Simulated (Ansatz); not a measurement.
C3H5FGe can be A, `FC1=C[CH]1[GeH3]`, or B, `F[CH]1C=[CH][GeH2]1`.

Gas-phase electronic energies from Ansatz, PBE0-D4/def2-TZVP geometries. CCSD(T)/CBS is the MP2 limit (def2-TZVPP, def2-QZVPP) plus CCSD(T) − MP2 in def2-TZVPP, frozen cores. DFT in def2-TZVPP. B3LYP here is the variant with VWN-RPA as its local correlation; programs differ in this. For Ge outer-core shells are correlated without core-valence functions, which leaves a few kJ/mol of doubt a bond. Scalar relativity is left out up to krypton.

Q: Which isomer does CCSD(T)/CBS put lower? Give the gap. (Estimate.)

A: Ansatz gave: B, by 165.8 kJ/mol.

Q: Give E(B) − E(A) in kJ/mol with B2PLYP, B3LYP-D4, CCSD(T)/def2-TZVPP, BLYP-D4, MP2/def2-TZVPP, HF/def2-TZVPP, CCSD(T)/def2-SVP. (Estimate.)

A: Ansatz gave: B2PLYP -157.6, B3LYP-D4 -155.5, CCSD(T)/def2-TZVPP -162.8, BLYP-D4 -151.2, MP2/def2-TZVPP -158.6, HF/def2-TZVPP -164.6, CCSD(T)/def2-SVP -142.5. None reverses the order clearly.

Q: Does the order hold for the free energy at 298.15 K (harmonic terms from PBE0-D4)? (An estimate is asked.)

A: Ansatz gave: Yes: G(B) − G(A) = -149.4 kJ/mol.

Largest T1 diagnostic: 0.012.

At CCSD(T), def2-SVP lies +23.3 kJ/mol from the extrapolated value and def2-TZVPP +3.0 kJ/mol. From PBE to PBE0 (25 % exact exchange), in def2-TZVPP and without D4, E(B) − E(A) moves by −6.3 kJ/mol.
